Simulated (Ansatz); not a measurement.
Molecule: sum formula CrO2Cl (charge +1, singlet). 
Structure (B3LYP-D3(BJ)/def2-TZVP (Ansatz, a first-principles code) minimum search):
```xyz
4

Cr     0.3037    -0.0188     0.3966
O      1.4862    -0.7474    -0.2542
O     -0.4853    -1.0261     1.2424
Cl    -0.8997     0.8612    -1.0249
```
Charge +1, spin multiplicity 1.

Total electronic energies in hartree. Cores are frozen in the correlated levels unless marked. Spin-orbit coupling is left out. Frozen are the shells of the preceding noble gas and the d and f shells that filled before the atom's block. No relativistic terms. CBS marks a two-point X^-3 extrapolation of the correlation energy; Hartree-Fock from the larger set. [CCSD(T)-MP2]/basis is that difference in the basis named. The program attaches cautions to a run behind HF/6-31G*: large difference. The program attaches cautions to a run behind SCS-MP2/6-31G: large difference. The program attaches cautions to a run behind SCS-MP2/6-31G*: large difference. The program attaches cautions to a run behind SCS-MP2/def2-TZVPPD: large difference. The program attaches cautions to a run behind CCSD/6-31G: large difference. The program attaches cautions to a run behind CCSD/def2-TZVPP: large difference. The program attaches cautions to a run behind CCSD(T)/def2-SVPD: large difference. The program attaches cautions to a run behind RI-MP2/CBS(def2-TZVPP,def2-QZVPP)+[CCSD(T)-MP2]/def2-TZVPP: large difference. The program attaches cautions to a run behind RI-MP2/CBS(def2-TZVPPD,def2-QZVPPD)+[CCSD(T)-MP2]/def2-TZVPPD: large difference.

The Hartree-Fock reference is unstable (checked in the largest basis), which strains HF and MP2. The T1 diagnostic of CCSD in the largest basis is 0.067, which is high, so the coupled-cluster rows are less sure than usual.

```csv
level,program,energy (Eh)
HF/6-31G*,Ansatz,-1651.78576
HF/def2-QZVPPD,Ansatz,-1652.03173
RI-HF/def2-QZVPPD,Ansatz,-1652.03155
SVWN5/def2-TZVPD,Ansatz,-1650.18819
PBE-D3(BJ)/def2-TZVPD,Ansatz + dftd3,-1654.38632
BLYP/def2-TZVPD,Ansatz,-1654.98108
revPBE-D4/def2-TZVPD,Ansatz + dftd4,-1654.72783
r2SCAN-D3(BJ)/def2-TZVPD,Ansatz + dftd3,-1654.78854
PBE0-D4/def2-TZVPD,Ansatz + dftd4,-1654.32440
r2SCANh-D4/def2-TZVPD,Ansatz + dftd4,-1654.72486
LC-wPBE-D4/def2-TZVPD,Ansatz + dftd4,-1654.42707
wB97X-V/def2-TZVPD,Ansatz,-1654.56876
wB97X/def2-TZVPD,Ansatz,-1654.78874
B2GP-PLYP-D3(BJ)/def2-TZVPD,Ansatz + dftd3,-1654.28035
RPA@PBE/def2-QZVPP,Ansatz,-1653.64369
SCS-MP2/6-31G,Ansatz,-1652.43429
SCS-MP2/6-31G*,Ansatz,-1652.74672
SCS-MP2/def2-TZVPPD,Ansatz,-1653.14595
CCSD/6-31G,Ansatz,-1652.34712
CCSD/def2-TZVPP,Ansatz,-1653.03850
CCSD(T)/def2-SVPD,Ansatz,-1652.47537
"RI-MP2/CBS(def2-TZVPP,def2-QZVPP)+[CCSD(T)-MP2]/def2-TZVPP",Ansatz,-1653.2968
"RI-MP2/CBS(def2-TZVPPD,def2-QZVPPD)+[CCSD(T)-MP2]/def2-TZVPPD",Ansatz,-1653.2963
```

Totals of different functionals don't rank their quality; only differences between species are comparable.
